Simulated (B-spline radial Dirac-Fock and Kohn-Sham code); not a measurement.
Electron momentum distribution of Zr²³⁺: Compton profiles

System: Zr²³⁺, [Ne] 3s2 3p5.

The computed values come from a B-spline atomic structure program: the impulse approximation on configuration-average Dirac-Fock orbitals. pz is in atomic units of momentum; subshell profiles are per electron, for a selection of subshells; open shells are spread over both j values by their weights.

```
 pz    J total   J 2s1/2   J 2p3/2   J 3s1/2   J 3p3/2
1.6      1.116    0.0706    0.0386     0.116    0.0945
1.8      1.090    0.0695    0.0386     0.107    0.0934
  2      1.062    0.0684    0.0386    0.0980    0.0920
2.5     0.9833    0.0650    0.0385    0.0754    0.0867
  3     0.8972    0.0611    0.0383    0.0554    0.0791
  4     0.7221    0.0524    0.0377    0.0277    0.0592
  5     0.5697    0.0431    0.0366    0.0159    0.0384
  7     0.3728    0.0261    0.0328    0.0130    0.0119
 10     0.2383   0.00985    0.0245   0.00836   0.00410
 15     0.1216   0.00222    0.0116   0.00119   0.00326
 20    0.06255   0.00181   0.00472  0.000404   0.00150
 30    0.02042   0.00124  0.000775  0.000306  0.000236
 40   0.008188  0.000575  0.000155  0.000141  4.47e-05
 60   0.001795  0.000119  1.15e-05  2.80e-05  3.13e-06
100  0.0001861  1.07e-05    < 1e-6  2.43e-06    < 1e-6
```

**Question.** What is the peak value J(0), and which subshell contributes most to it?

**Answer.** J(0) = 1.219. The 3p3/2 subshell gives the largest part, 26 %.

Mean momentum ⟨p⟩ by subshell (a.u.): 1s1/2 35.4, 2s1/2 12.5, 2p1/2 16.7, 2p3/2 16.2, 3s1/2 6.65, 3p1/2 7.89, 3p3/2 7.76.
